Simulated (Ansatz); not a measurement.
Job for Ansatz (a first-principles code): R-BLYP/def2-TZVPP on CH2O2 (SMILES O=CO).

Ansatz 0.2 input:
```yaml
crystal:
  periodic: [false, false, false]
  atoms:
    - {symbol: C, position_ang: [-0.39790564, -0.11935458, 0.07866527]}
    - {symbol: O, position_ang: [-0.40092573, -0.12025215, 1.27537284]}
    - {symbol: O, position_ang: [0.65623384, 0.19688814, -0.69266298]}
    - {symbol: H, position_ang: [-1.25466824, -0.37639042, -0.55707255]}
    - {symbol: H, position_ang: [1.39716577, 0.41910902, -0.10420258]}
basis:
  gaussian:
    orbitals: def2-TZVPP
hamiltonian:
  xc: {name: BLYP}
scf: {lower_state_search: off}
```

Predict the final total energy.

-189.8186 hartree.
